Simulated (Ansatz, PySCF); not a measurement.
tert-butyl chloride (C₄H₉Cl), SMILES CC(C)(C)Cl. Atoms are numbered in the order given.

```xyz
14

C     -1.2630    -0.7292    -0.8137
C      0.0000     0.0000    -0.3667
C      0.0000     1.4584    -0.8137
C      1.2630    -0.7292    -0.8137
Cl     0.0000     0.0000     1.4852
H     -1.3055    -0.7537    -1.9156
H     -1.2719    -1.7643    -0.4427
H     -2.1639    -0.2193    -0.4427
H     -0.8920     1.9836    -0.4427
H      0.8920     1.9836    -0.4427
H      0.0000     1.5074    -1.9156
H      1.3055    -0.7537    -1.9156
H      1.2719    -1.7643    -0.4427
H      2.1639    -0.2193    -0.4427
```
Charge 0, spin multiplicity 1.

Coordinates come from a B3LYP-D3(BJ)/def2-SVP optimisation.

Vertical ionisation energy (IE) and electron affinity (EA) in eV. Rows of orbital energies are one-electron estimates. Where ΔSCF, EOM or ADC give a negative EA the extra electron is unbound and the value depends on the basis.

```json
[
 {"level": "−ε(HOMO), −ε(LUMO), r2SCAN/def2-TZVP (PySCF)", "IE": "___", "EA": "___"},
 {"level": "ΔSCF, PBE0/def2-TZVPD (Ansatz), final states of multiplicity 2 and 2", "IE": "10.51", "EA": "-1.01"}
]
```

### Question
Complete the blanks. (The exact figures need the calculation; the answer reports its results.)

### Answer

- −ε(HOMO), −ε(LUMO), r2SCAN/def2-TZVP (PySCF), IE: 7.11
- −ε(HOMO), −ε(LUMO), r2SCAN/def2-TZVP (PySCF), EA: 0.21

### Question
What vertical singlet–triplet gap does ΔSCF give with PBE0/def2-TZVPD (Ansatz, a quantum-chemistry and plane-wave program)? (Estimate from the structure and the level; the computed values follow.)

### Answer
6.25 eV (triplet above singlet where positive).
